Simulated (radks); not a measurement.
Species: O-. Configuration: [He] 2s2 2p5. Calculated with a radial shooting solver on a logarithmic mesh with Libxc functionals: non-relativistic Kohn-Sham, LDA (Slater exchange, VWN5 correlation), spin-polarised, spherical densities, point nucleus; open shells are filled with parallel spins first; hard spherical wall at 2 bohr.

Normalised radial functions P(r) = r R(r), r in bohr:

```
   r/bohr * 2p down (the largest magnitude, 0.997, reaches the edge; | marks zero)
 0.007515 *
 0.008206 *
 0.009033 *
 0.009864 *
  0.01086 *
  0.01186 *
  0.01305 *
  0.01425 *
  0.01556 *
  0.01713 *
  0.01871 *
  0.02059 *
  0.02249 *
  0.02475 |*
  0.02703 |*
  0.02975 |*
  0.03249 |*
  0.03548 |*
  0.03905 |*
  0.04264 |*
  0.04694 | *
  0.05126 | *
  0.05642 | *
  0.06161 |  *
  0.06782 |  *
  0.07406 |   *
  0.08087 |   *
  0.08902 |    *
  0.09721 |     *
    0.107 |      *
   0.1169 |       *
   0.1286 |        *
   0.1405 |          *
   0.1546 |           *
   0.1688 |             *
   0.1844 |               *
   0.2029 |                 *
   0.2216 |                   *
   0.2439 |                      *
   0.2664 |                         *
   0.2932 |                           *
   0.3202 |                              *
   0.3524 |                                 *
   0.3849 |                                    *
   0.4203 |                                       *
   0.4626 |                                          *
   0.5052 |                                             *
   0.5561 |                                                *
   0.6072 |                                                  *
   0.6684 |                                                    *
   0.7299 |                                                     *
   0.8034 |                                                      *
   0.8773 |                                                      *
   0.9581 |                                                     *
    1.055 |                                                    *
    1.152 |                                                 *
    1.268 |                                             *
    1.384 |                                        *
    1.524 |                                *
    1.664 |                       *
    1.832 |           *
        2 *
```

2p down: eigenvalue 40.841 eV, 0 radial nodes, <r> = 0.934 bohr, 90 % of the charge inside 1.43 bohr.
